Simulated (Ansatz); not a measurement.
Cost and result for the atomization energy of C₅H₇ClO₂Zn, SMILES `CC1=CC(C)=[O+][Zn-]([Cl])[O]1` (16 atoms, 16 bonds).

```json
{"atom": "C1", "x (Å)": "-1.848", "y (Å)": "-1.632", "z (Å)": "-0.880"}
{"atom": "C2", "x (Å)": "-0.951", "y (Å)": "-0.455", "z (Å)": "-0.662"}
{"atom": "C3", "x (Å)": "0.040", "y (Å)": "-0.521", "z (Å)": "0.321"}
{"atom": "C4", "x (Å)": "0.948", "y (Å)": "0.494", "z (Å)": "0.638"}
{"atom": "C5", "x (Å)": "1.954", "y (Å)": "0.266", "z (Å)": "1.722"}
{"atom": "O6", "x (Å)": "1.011", "y (Å)": "1.634", "z (Å)": "0.078"}
{"atom": "Zn7", "x (Å)": "-0.168", "y (Å)": "2.174", "z (Å)": "-1.341"}
{"atom": "Cl8", "x (Å)": "-0.307", "y (Å)": "3.974", "z (Å)": "-2.450"}
{"atom": "O9", "x (Å)": "-1.178", "y (Å)": "0.541", "z (Å)": "-1.420"}
{"atom": "H10", "x (Å)": "-1.758", "y (Å)": "-1.961", "z (Å)": "-1.918"}
{"atom": "H11", "x (Å)": "-2.885", "y (Å)": "-1.320", "z (Å)": "-0.735"}
{"atom": "H12", "x (Å)": "-1.620", "y (Å)": "-2.461", "z (Å)": "-0.213"}
{"atom": "H13", "x (Å)": "0.111", "y (Å)": "-1.439", "z (Å)": "0.888"}
{"atom": "H14", "x (Å)": "1.865", "y (Å)": "-0.719", "z (Å)": "2.176"}
{"atom": "H15", "x (Å)": "2.957", "y (Å)": "0.389", "z (Å)": "1.308"}
{"atom": "H16", "x (Å)": "1.830", "y (Å)": "1.035", "z (Å)": "2.488"}
```

Total charge 0; spin multiplicity 1. For Zn the d shell is correlated and the shells below it are frozen. Scalar relativity is left out up to krypton. The geometry is a stationary point of PBE0-D4/def2-TZVP. Program: Ansatz. All runs use 4 threads of an AMD EPYC 7R13 on a shared host and a share of an NVIDIA H100 80 GB. Times are those of one run each, without the atoms' runs, and a repeat can differ threefold. Electronic energies, without spin–orbit coupling; frozen cores. CCSD(T)/CBS adds CCSD(T) − MP2 in def2-TZVPP to the MP2 limit, and its time is that of the two runs behind it. T1 = 0.016. With those shells the extrapolation isn't a true limit. B3LYP takes the VWN-RPA correlation (the form of Gaussian; ORCA's B3LYP/G).

CCSD(T)/CBS is a level of theory with its own doubt, some kJ/mol a heavy atom from the limit and from the frozen cores, so smaller differences don't rank the functionals.

| level | functions | wall time | atomization (kcal/mol) | difference from CCSD(T)/CBS | per bond |
| --- | --- | --- | --- | --- | --- |
| LDA (SPW92)/def2-TZVPP | 421 | 2.7 s | 1852.9 | 261.7 | 16.4 |
| PBE-D4/def2-TZVPP (with forces) | 421 | 3.9 s | 1642.4 | 51.2 | 3.2 |
| BLYP-D4/def2-TZVPP | 421 | 3.9 s | 1587.0 | -4.2 | -0.3 |
| PBE0-D4/def2-TZVPP | 421 | 4.2 s | 1608.6 | 17.4 | 1.1 |
| r2SCAN-D4/def2-TZVPP (with forces) | 421 | 6 s | 1608.9 | 17.7 | 1.1 |
| B3LYP-D4/def2-TZVPP (with forces) | 421 | 6 s | 1586.1 | -5.1 | -0.3 |
| CAM-B3LYP-D4/def2-TZVPP | 421 | 6 s | 1597.9 | 6.7 | 0.4 |
| PBE-QIDH/def2-TZVPP | 421 | 6 s | 1595.2 | 4.0 | 0.2 |
| CCSD(T)/def2-SVP | 182 | 7 s | 1525.5 | -65.7 | -4.1 |
| r2SCANh-D4/def2-TZVPP | 421 | 8 s | 1596.5 | 5.3 | 0.3 |
| MP2/def2-QZVPP | 779 | 11 s | 1619.4 | 28.2 | 1.8 |
| CCSD(T)/def2-TZVPP | 421 | 29 s | 1549.1 | -42.1 | -2.6 |
| CCSD(T)/CBS(def2) | – | 40 s | 1591.2 | 0.0 | 0.0 |

At CCSD(T), def2-SVP lies −65.7 kcal/mol from the extrapolated value and def2-TZVPP −42.0 kcal/mol: correlation converges slowly with the basis, and small sets miss more of it in the bonded molecule than in its fragments. The D4 term adds +16.2 kcal/mol with B3LYP and +8.7 kcal/mol with PBE0; it sums over pairs of atoms, weighted by their polarisabilities, and B3LYP, whose exchange is more repulsive, gets the larger term. In def2-TZVPP, CCSD(T) changes the Hartree–Fock value by +389.9 kcal/mol (the triples alone add +29.3 kcal/mol) and MP2 by +434.7 kcal/mol; breaking electron pairs costs correlation energy, which Hartree–Fock lacks.
